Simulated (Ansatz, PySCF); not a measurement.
Molecule: dichlorosilane, sum formula SiH$_{2}$Cl$_{2}$, net charge 0, singlet state. 
Coordinates optimised at B3LYP-D3(BJ)/def2-TZVP (Ansatz, a first-principles code):
```
Si
H 1 1.4701
H 1 1.4701 2 112.80
Cl 1 2.0521 2 108.47 3 120.19
Cl 1 2.0521 2 108.47 3 -120.19
```
Charge 0, spin multiplicity 1.

Dipole moments at this geometry, in debye (magnitudes).

| level | program | dipole (D) |
|---|---|---|
| HF/def2-TZVPD | PySCF | 1.41 |
| SVWN5/def2-TZVPD | Ansatz | 1.20 |
| PBE/def2-TZVPD | Ansatz | 1.15 |
| M06-L/def2-TZVPD | PySCF | 1.12 |
| r2SCAN/def2-TZVPD | Ansatz | [?] |
| B97M-V/def2-TZVPD | Ansatz | 1.07 |
| TPSSh/def2-TZVPD | PySCF | 1.20 |
| r2SCANh/def2-TZVPD | Ansatz | 1.21 |
| r2SCAN0/def2-TZVPD | Ansatz | 1.25 |
| M06-2X/def2-TZVPD | PySCF | 1.35 |
| LC-wPBE/def2-TZVPD | Ansatz | 1.32 |
| wB97M-V/def2-TZVPD | Ansatz | 1.22 |
| wB97X-V/def2-TZVPD | Ansatz | 1.29 |
| CCSD(T)/aug-cc-pV(D+d)Z | Ansatz | [?] |

Question: Complete the blanks.

Answer: 
- r2SCAN/def2-TZVPD, dipole (D): 1.18
- CCSD(T)/aug-cc-pV(D+d)Z, dipole (D): 1.24

Measured: 1.13 D (NIST CCCBDB, as tabulated in the package chemicals), a vibrational average. This is an older compilation, not checked against later work.
